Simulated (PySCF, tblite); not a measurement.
Problem. Write Cartesian coordinates for `CPC1=CC=CO1` as optimised with GFN2-xTB.

Solution. 
```xyz
14
C5H7OP angstrom
C     -2.4194   -0.3475   -0.1720
P     -1.3807    0.7672    0.8886
C      0.2292    0.4075    0.1441
C      1.3531   -0.2358    0.5855
C      2.3127   -0.0960   -0.4431
C      1.7090    0.6289   -1.4235
O      0.4534    0.9452   -1.0748
H     -2.4865    0.0865   -1.1687
H     -3.4193   -0.4019    0.2537
H     -1.9894   -1.3450   -0.2381
H     -1.1969   -0.1457    1.9318
H      1.4703   -0.7456    1.5204
H      3.3109   -0.4831   -0.4494
H      2.0527    0.9648   -2.3817
```

Orientation and origin are arbitrary. Atoms count from 1 in this order. The 5-membered ring C3–C4–C5–C6–O7 has internal angles of 106.0° to 110.7°; it is planar, 0.00 Å rms from its mean plane, widest ring torsion 1°. The 3 C–C bonds span 1.361 Å (C5–C6, aromatic) to 1.414 Å (C4–C5, aromatic), a spread of 0.053 Å. The C–P distances run from 1.810 Å (P2–C3, drawn single) to 1.856 Å (C1–P2, drawn single), a spread of 0.046 Å. P2 (phosphine phosphorus) is pyramidal (angles 98.2°, 96.2° and 93.5°, sum 287.9°, 0.85 Å off the plane of its three neighbours).

Bonds between heavy atoms (Å): C1–P2 1.856, P2–C3 1.810, C3–C4 1.368, C4–C5 1.414, C5–C6 1.361, C6–O7 1.341, C3–O7 1.351.

The geometry is computed with GFN2-xTB (gas phase).

Point group: C1 (no symmetry element, even within 0.4 Å). Its GFN2-xTB frequencies are all real (lowest 31 cm⁻¹). The numbers are those of one conformer (C1–P2–C3–C4 -112°).
